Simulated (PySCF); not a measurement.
**Ca (calcium, neutral): UHF calculation**

Configuration: [Ar] 4s2, closed-shell 1S. All numbers are calculated (PySCF 2.14, scalar relativity by spin-free X2C-1e, in cc-pVDZ-X2C).

| Property | Result |
| --- | --- |
| Total energy | -679.629175 hartree |
| One-electron energy | -930.3434 hartree |
| Hartree (Coulomb) energy | 286.1646 hartree |
| Exchange energy | -35.4504 hartree |
| ⟨S²⟩ | 0.0000 |
| ⟨L²⟩ | 0.000 |
| Sum of ⟨r⟩ | 21.18 bohr |
| Sum of ⟨r²⟩ | 56.17 bohr² |
| Langevin diamagnetic susceptibility | -44.5 ×10⁻⁶ cm³/mol |
| Time after the integrals | 0.03 s of wall time on 1 thread of Intel(R) Xeon(R) 6975P-C (shared host) |

```tsv
shell	electrons	mean orbital energy (hartree)	rms radius, mean of both spins (bohr)
1s	2	-150.11182	0.0888
2s	2	-16.96298	0.393
2p	6	-13.63656	0.362
3s	2	-2.26122	1.24
3p	6	-1.33851	1.38
4s	2	-0.19624	4.50
```

Densities and radii are taken from the X2C orbitals without a picture-change correction, which distorts them close to the nucleus.
